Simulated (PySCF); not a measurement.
## Radial density of Co (cobalt, neutral)

BHandHLYP, [Ar] 3d8 4s1, 4s spin antiparallel (an excited configuration). Computed with PySCF 2.14 in ANO-RCC-VTZP (6s5p3d2f1g, 59 functions), with the spin-free X2C one-electron Hamiltonian (Gaussian nucleus).

| r (bohr) | 4πr²ρ (e/bohr) | 4πr²(ρα − ρβ) |
| --- | --- | --- |
| 0.000997 | 0.2423 | -0.0001 |
| 0.00168 | 0.6091 | -0.0001 |
| 0.00282 | 1.499 | -0.0004 |
| 0.00474 | 3.558 | -0.0009 |
| 0.00798 | 7.949 | -0.0019 |
| 0.0134 | 15.95 | -0.0037 |
| 0.0226 | 26.58 | -0.0056 |
| 0.0380 | 32.72 | -0.0046 |
| 0.0639 | 27.81 | 0.0021 |
| 0.107 | 27.50 | 0.0142 |
| 0.181 | 36.70 | 0.1251 |
| 0.304 | 21.04 | 0.6825 |
| 0.511 | 16.15 | 1.6264 |
| 0.860 | 15.83 | 1.6835 |
| 1.45 | 4.568 | 0.5767 |
| 2.43 | 0.9921 | -0.2211 |
| 4.09 | 0.2387 | -0.1797 |
| 6.88 | 0.02294 | -0.0216 |
| 11.6 | 7.991e-05 | -0.0001 |

Densities and radii are taken from the X2C orbitals without a picture-change correction, which distorts them close to the nucleus.

With the s spin flipped the determinant is a mixture of two multiplicities, not a spectroscopic state.
